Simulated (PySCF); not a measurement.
CH6MoN2O, multiplicity 1. Atoms are numbered in the order given.

```xyz
11

Mo     0.0790     0.0096    -0.0655
O      1.7538     0.1275     0.2268
N     -0.3600    -1.0191    -1.4214
H      0.0562    -1.6207    -2.1461
N     -0.8217     1.7216    -0.2474
H     -0.4330     2.5927     0.1327
H     -1.5471     1.9301    -0.9415
C     -0.7473    -0.9690     1.6297
H     -0.2818    -1.9679     1.7553
H     -1.8408    -1.0992     1.5025
H     -0.5467    -0.3634     2.5383
```

Geometry optimised at PBE-D3(BJ)/def2-SVP. The multiplicity is an assumed one; no other spin state was optimised. The structure was generated by enumeration; whether it is a known compound was not checked. The def2 effective core potentials stand for the cores of Mo; spin–orbit coupling is left out. One conformer was computed; it need not be the lowest.

Calculation: HF/def2-TZVP run with PySCF.

Atomic charges (e):

```json
[
 {"atom": "Mo1", "Mulliken": "1.92", "Löwdin": "0.94"},
 {"atom": "O2", "Mulliken": "-0.74", "Löwdin": "-0.43"},
 {"atom": "N3", "Mulliken": "-0.85", "Löwdin": "-0.43"},
 {"atom": "H4", "Mulliken": "0.27", "Löwdin": "0.16"},
 {"atom": "N5", "Mulliken": "-0.96", "Löwdin": "-0.43"},
 {"atom": "H6", "Mulliken": "0.28", "Löwdin": "0.16"},
 {"atom": "H7", "Mulliken": "0.28", "Löwdin": "0.16"},
 {"atom": "C8", "Mulliken": "-0.61", "Löwdin": "-0.49"},
 {"atom": "H9", "Mulliken": "0.14", "Löwdin": "0.12"},
 {"atom": "H10", "Mulliken": "0.14", "Löwdin": "0.12"},
 {"atom": "H11", "Mulliken": "0.13", "Löwdin": "0.12"}
]
```
